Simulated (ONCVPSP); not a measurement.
## How hard is this nitrogen (N) ONCV potential?

```json
{
 "Element": "N",
 "Generator": "ONCVPSP 4.0.1",
 "Type": "optimised norm-conserving Vanderbilt (ONCV)",
 "Functional": "LDA (Perdew-Wang 92)",
 "Relativity": "scalar-relativistic",
 "Frozen core": "[He]",
 "Valence charge": "5",
 "Reference configuration": "2s2 2p1.5 (charge +1.5)",
 "Partial waves": "2s: rc 0.80 bohr, ncon 3, nbas 7, qcut 7.6 1/bohr, 2 projectors, debl 2 Ha; 2p: rc 2.05 bohr, ncon 4, nbas 7, qcut 8 1/bohr, 1 projector; d scattering state at 0.07 Ha: rc 1.80 bohr, ncon 4, nbas 7, qcut 5.1 1/bohr, 2 projectors, debl 3.9 Ha",
 "Local potential": "polynomial inside 0.65 bohr (lpopt 5, dvloc0 0 Ha)",
 "Core correction": "Teter function, fcfact 5.25, rcfact 1.5"
}
```

Task: For each optimised wave give the share of its norm inside rc, the residual kinetic energy above qcut (Ha) and the cutoffs (Ha) for errors of 10, 1, 0.1 and 0.01 mHa per electron.

Result:

```
         wave  norm inside rc  residual KE  10 mHa  1 mHa  0.1 mHa  0.01 mHa
           2s           0.211      1.2e-03    20.2   30.0    115.3     214.9
s projector 2           0.030      4.6e-04    13.2   24.7    158.3     318.9
           2p           0.910      1.2e-08    14.8   19.2     22.8      25.7
d projector 1           0.177      2.1e-04     5.8   10.2     15.1      47.0
d projector 2           0.093      1.3e-02    13.7   28.5     62.0      72.4
```

The occupied waves need 30 Ha and 115 Ha for 1 and 0.1 mHa. Note: ghosts flagged at negative energy: d at -520.4 eV (a further GHOST(-) flag falls on a real empty level of the atom); no localised positive-energy state flagged. A true bound ghost makes a file unfit for plane-wave use. Its largest configuration-test error is +1260 meV.
